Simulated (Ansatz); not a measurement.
A nudged elastic band was laid between two geometries of C3H8SSi (13 atoms, charge 0, multiplicity 1).

The calculation used Ansatz, RHF/cc-pVDZ.

```json
{
  "movable images": "6",
  "climbing image": "no",
  "spring": "5.0 eV/Å²",
  "optimiser": "quadratic models (default)",
  "start path": "through a guess of the saddle point",
  "force threshold": "0.05 eV/Å",
  "iteration limit": "60",
  "end points": "relaxed"
}
```

First end point:

```xyz
13
Properties=species:S:1:pos:R:3
C -1.836 -0.329 -0.097
Si -0.094 -1.039 -0.275
C 1.229 0.087 0.551
C 1.218 1.473 0.016
S 2.188 2.073 -1.129
H -1.929 0.630 -0.612
H -2.567 -1.015 -0.534
H -2.099 -0.184 0.955
H 0.257 -1.204 -1.709
H -0.008 -2.362 0.405
H 1.015 0.097 1.625
H 2.200 -0.382 0.384
H 0.447 2.120 0.435
```

Last end point:

```xyz
13
Properties=species:S:1:pos:R:3
C -1.953 -0.573 0.042
Si -0.158 -1.010 -0.329
C 1.070 0.064 0.705
C 0.924 1.461 0.258
S 2.258 1.975 -0.669
H -2.153 0.474 -0.195
H -2.627 -1.199 -0.548
H -2.180 -0.732 1.100
H 0.141 -0.843 -1.776
H 0.126 -2.423 0.047
H 0.676 -0.037 1.721
H 2.065 -0.397 0.651
H 1.834 3.205 -0.992
```

Problem. Which bonds break or form, and what moves?

Solution. Bonds broken: C4–H13. Bonds formed: S5–H13.

Problem. What energy profile does the band end with?

Solution. The run converged. The highest image is number 4 of 0 to 7, 3.74 eV above the first end and 1.93 eV above the last; the last end lies 1.82 eV above the first. Neighbouring images differ by up to 2.1 eV, so the band resolves the path poorly. No image climbed, so the highest image needn't sit at the top of the path. The orbitals stay closed-shell, which can raise the energy where a bond breaks towards radicals; this wasn't checked here.

| image | path coordinate (Å) | energy (eV) | C4–H13 (Å) | S5–H13 (Å) |
| --- | --- | --- | --- | --- |
| 0 | 0.00 | 0.00 | 1.09 | 2.34 |
| 1 | 0.51 | 0.01 | 1.09 | 2.34 |
| 2 | 1.01 | 0.08 | 1.09 | 2.28 |
| 3 | 1.52 | 1.61 | 1.12 | 1.88 |
| 4 | 2.02 | 3.74 | 1.44 | 1.43 |
| 5 | 2.53 | 2.32 | 1.96 | 1.32 |
| 6 | 3.04 | 1.82 | 2.32 | 1.34 |
| 7 | 3.55 | 1.82 | 2.33 | 1.34 |

Problem. What is the geometry of the highest image?

Solution. 
```xyz
13
Properties=species:S:1:pos:R:3:forces:R:3
C -1.900 -0.470 0.006 0.01 0.00 0.00
Si -0.122 -1.006 -0.321 0.01 -0.03 0.02
C 1.160 0.056 0.657 0.07 -0.18 0.07
C 1.095 1.425 0.183 -0.27 -0.23 0.30
S 2.271 2.064 -0.911 -0.42 0.11 0.21
H -2.073 0.556 -0.324 0.02 0.00 0.00
H -2.591 -1.125 -0.532 0.00 0.00 0.00
H -2.137 -0.532 1.071 0.00 0.00 0.00
H 0.196 -0.940 -1.772 0.00 0.00 0.01
H 0.098 -2.397 0.158 -0.02 -0.04 -0.02
H 0.799 0.033 1.689 0.03 -0.19 0.05
H 2.145 -0.412 0.568 0.08 -0.13 0.02
H 1.079 2.715 -0.457 0.48 0.69 -0.67
```

The band took 30 iterations and roughly 8 core-minutes.

Time of the run: 4.4 min on 2 threads of AMD EPYC 9R14 (Zen 4), with other jobs on the host, peak memory 0.3 GiB.
